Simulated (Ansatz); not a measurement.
Reaction (substitution at a C–Si bond): `CC[Si]N` + `S=CS` → `CCSC=S` + `N[SiH]`

Calculated with Ansatz (gas phase, PBE0-D4/def2-TZVP geometries, no zero-point term in ΔE). CCSD(T)/CBS adds triple-zeta CCSD(T) − MP2 to the extrapolated MP2 energy (def2 sets, frozen cores). This one scheme is used for every species. DFT in def2-TZVPP. One conformer a species, not always the lowest.

```
  species  PBE energy (Eh)
`CC[Si]N`       -424.39872
   `S=CS`       -835.32464
 `CCSC=S`       -913.86829
 `N[SiH]`       -345.84427
```

(1) Work out ΔE.

Largest T1 diagnostic among the species: 0.018.

Answers

(1) ΔE = (-913.86829) + (-345.84427) − (-424.39872) − (-835.32464) = 0.01080 Eh = +28.4 kJ/mol. CCSD(T)/CBS gives +29.4 kJ/mol.

In def2-TZVPP, CCSD(T) changes the Hartree–Fock value by +4.2 kJ/mol (the triples alone add −0.7 kJ/mol) and MP2 by +3.7 kJ/mol.
